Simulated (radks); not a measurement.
Species: Nd. Configuration: [Xe] 4f4 5d0.5 6s1.5 (fractional occupations, a model configuration). Calculated with a radial shooting solver on a logarithmic mesh with Libxc functionals: Dirac Kohn-Sham, LDA (Slater exchange, Perdew-Wang correlation), spin-unpolarised, spherical densities, point nucleus; open shells are shared between the two j in proportion to 2j + 1.

Radial electron density D(r) = 4 pi r^2 rho(r):

| r (bohr) | D(r) (e/bohr) |
|---|---|
| 0.001814 | 8.481 |
| 0.002112 | 10.75 |
| 0.002478 | 13.72 |
| 0.002885 | 17.17 |
| 0.003359 | 21.32 |
| 0.003941 | 26.51 |
| 0.004588 | 32.24 |
| 0.005385 | 39.08 |
| 0.006268 | 46.22 |
| 0.007298 | 53.74 |
| 0.008564 | 61.66 |
| 0.00997 | 68.68 |
| 0.01161 | 74.59 |
| 0.01362 | 78.94 |
| 0.01586 | 80.81 |
| 0.01861 | 80.24 |
| 0.02166 | 77.68 |
| 0.02522 | 74.25 |
| 0.02959 | 71.47 |
| 0.03445 | 71.49 |
| 0.04043 | 75.75 |
| 0.04707 | 83.70 |
| 0.05479 | 93.46 |
| 0.0643 | 101.8 |
| 0.07485 | 104.1 |
| 0.08714 | 99.26 |
| 0.1023 | 88.97 |
| 0.119 | 79.96 |
| 0.1397 | 77.44 |
| 0.1626 | 82.60 |
| 0.1893 | 89.44 |
| 0.2222 | 88.94 |
| 0.2587 | 76.53 |
| 0.3011 | 56.97 |
| 0.3534 | 39.92 |
| 0.4114 | 34.51 |
| 0.4828 | 37.77 |
| 0.562 | 40.78 |
| 0.6543 | 37.64 |
| 0.7678 | 28.68 |
| 0.8939 | 19.72 |
| 1.049 | 13.52 |
| 1.221 | 10.66 |
| 1.422 | 8.979 |
| 1.668 | 7.058 |
| 1.942 | 4.963 |
| 2.261 | 3.091 |
| 2.653 | 1.752 |
| 3.089 | 1.072 |
| 3.625 | 0.7357 |
| 4.22 | 0.5556 |
| 4.912 | 0.4016 |
| 5.765 | 0.2488 |
| 6.711 | 0.1324 |
| 7.813 | 0.05764 |
| 9.169 | 0.01890 |
| 10.67 | 0.005125 |
| 12.53 | 0.0009909 |
| 14.58 | 0.0001610 |

D(r) has 4 maxima, at r = 0.0165, 0.0731, 0.205, 0.567 bohr, and minima at 0.0321, 0.135, 0.411 bohr, inside which lie 2.02, 11.23, 29.12 electrons.
